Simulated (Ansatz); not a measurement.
Gas-phase electronic energies from Ansatz, PBE0-D4/def2-TZVP geometries. CCSD(T)/CBS adds triple-zeta CCSD(T) − MP2 to the extrapolated MP2 energy (def2 sets, frozen cores). This one scheme is used for every species. Functionals use def2-TZVPP. B3LYP here is the variant with VWN-RPA as its local correlation; programs differ in this. One conformer a species, not always the lowest.

Consider the ligand exchange at the Si–C bond: `C[SiH](O)F` + `S[SiH2]Cl` → `O[SiH](F)S[SiH2]Cl` + CH₄.

| level | ΔE (kcal/mol) | difference from CCSD(T)/CBS |
| --- | --- | --- |
| PBE-D4 | -17.3 | -0.7 |
| r2SCAN-D4 | -17.5 | -0.9 |
| PBE0-D4 | -17.2 | -0.6 |
| ωB97X-V | -16.3 | 0.3 |
| ωB97M-V | -16.4 | 0.2 |
| PBE | -15.6 | 1.0 |
| r2SCAN | -17.0 | -0.4 |
| PBE0 | -15.7 | 0.9 |
| B3LYP | -14.5 | 2.1 |
| HF/def2-TZVPP | -14.4 | 2.2 |
| SCS-MP2/def2-TZVPP | -16.4 | 0.2 |
| CCSD/def2-TZVPP | -15.2 | 1.4 |
| CCSD(T)/def2-TZVPP | -15.9 | 0.7 |
| SCS-MP2/def2-QZVPP | -16.7 | -0.1 |
| HF/CBS(def2) | -14.3 | 2.3 |
| CCSD/CBS(def2) | -15.9 | 0.7 |
| CCSD(T)/CBS | -16.6 | 0 |

Largest T1 diagnostic among the species: 0.011.

In def2-TZVPP, CCSD(T) changes the Hartree–Fock value by −1.4 kcal/mol (the triples alone add −0.7 kcal/mol) and MP2 by −2.9 kcal/mol. The D4 term adds −2.8 kcal/mol with B3LYP and −1.6 kcal/mol with PBE0; it sums over pairs of atoms, weighted by their polarisabilities, and B3LYP, whose exchange is more repulsive, gets the larger term.
